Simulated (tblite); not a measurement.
C7H10FOP.
Structure used (GFN2-xTB), in Å, numbered top down from 1:
```xyz
20
C7H10FOP angstrom
C      3.5744   -0.1309   -0.2248
O      2.5292   -1.0564   -0.3687
C      1.2844   -0.5489   -0.2252
P      0.8405    1.2233   -0.2523
C     -0.9002    0.7853    0.0202
C     -1.9667    1.8202    0.1867
C     -1.0869   -0.5534   -0.0671
C     -2.3913   -1.2717    0.0280
C      0.1476   -1.2847   -0.2104
F      0.1275   -2.6323   -0.2753
H      3.4740    0.6869   -0.9500
H      4.4986   -0.6755   -0.4081
H      3.5916    0.2943    0.7859
H      1.1506    1.4794    1.0885
H     -2.5490    1.6267    1.0874
H     -2.6516    1.8157   -0.6622
H     -1.5247    2.8114    0.2641
H     -3.2061   -0.6478   -0.3300
H     -2.5928   -1.5417    1.0652
H     -2.3545   -2.1893   -0.5550
```

Level: GFN2-xTB in tblite, geometry and Hessian alike; calculated harmonic values, unscaled, isolated species. This tight-binding method is rough: wavenumbers can miss measured ones by several per cent, in bad cases by 10 to 20. Modes of hydrogen on phosphorus can be 10 to 20 % off. One conformer, not necessarily the lowest. The optimisation stopped once no atom felt more than 0.01 eV/Å.

Lowest wavenumbers of the output (negative numbers stand for imaginary wavenumbers):
```
mode    cm-1
  1     -31.0
  2      67.8
  3     102.4
  4     123.6
  5     132.5
  6     167.3
  7     192.2
  8     241.6
```

Problem. Is this structure a minimum?

Solution. Not by this Hessian. 1 mode is imaginary beyond 20i (31i cm⁻¹), so at this level the point lies at or near a first-order saddle. The curvature is small, so loose convergence or finite differences may be the whole cause.

Problem. Which atoms move in the imaginary mode?

Solution. 31i: H19 (methyl hydrogen) 39 %, H20 (methyl hydrogen) 28 %, H18 (methyl hydrogen) 28 %. These are shares of the mass-weighted motion.

Problem. What is the remedy?

Solution. Step along that mode in both directions, optimise again with tighter thresholds and repeat the frequencies. The zero-point energy of this point (94.3 kcal/mol) counts the 53 real modes alone, and thermal corrections from it aren't those of a minimum.
